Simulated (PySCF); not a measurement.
## Nonlinear optical response: SMILES NC#CC(F)(F)F, C3H2F3N

Geometry (Å), atoms numbered from 1 in this order:
```xyz
9

N     2.239   -0.057   -0.704
C     0.924   -0.023   -0.511
C    -0.271   -0.026   -0.374
C    -1.710   -0.039   -0.217
F    -2.336    0.198   -1.379
F    -2.141   -1.223    0.239
F    -2.146    0.890    0.650
H     2.793   -0.470    0.030
H     2.655    0.760   -1.123
```

Method: quadratic response CAM-B3LYP/def2-TZVPD first hyperpolarisability, Taylor convention, gas phase (PySCF 2.14.0). Geometry: PBE0-D3(BJ)/def2-TZVP.

Task: Give β for the processes computed.

Result: In au, Taylor convention; the vector part is βᵢ = ⅓ Σⱼ (βᵢⱼⱼ + βⱼᵢⱼ + βⱼⱼᵢ); β∥ is 3/5 of the vector part along the dipole, the dipole points from − to +:
| process | λ (nm) | β vector norm | β∥ | β HRS | depolarisation ratio |
| --- | --- | --- | --- | --- | --- |
| static β(0;0,0) | ∞ | 63.7 | 34.2 | 38.5 | 2.44 |
| second harmonic β(−2ω;ω,ω) | 1907 | 67.0 | 36.1 | 39.9 | 2.48 |
| Pockels β(−ω;ω,0) | 1907 | 64.8 | 34.8 | – | – |
| second harmonic β(−2ω;ω,ω) | 1064 | 75.0 | 40.5 | 43.4 | 2.56 |
| Pockels β(−ω;ω,0) | 1064 | 67.2 | 36.2 | – | – |

Task: Which lowest excitations, dipole and polarisabilities go with it?

Result: S1 5.39 eV (f = 0.000); S2 5.84 eV (f = 0.001); S3 6.64 eV (f = 0.023); dipole 4.65 D; isotropic α 48.9 au static, 49.0 au at 1907 nm, 49.3 au at 1064 nm, 49.4 au at 953.5 nm, 50.6 au at 532 nm.
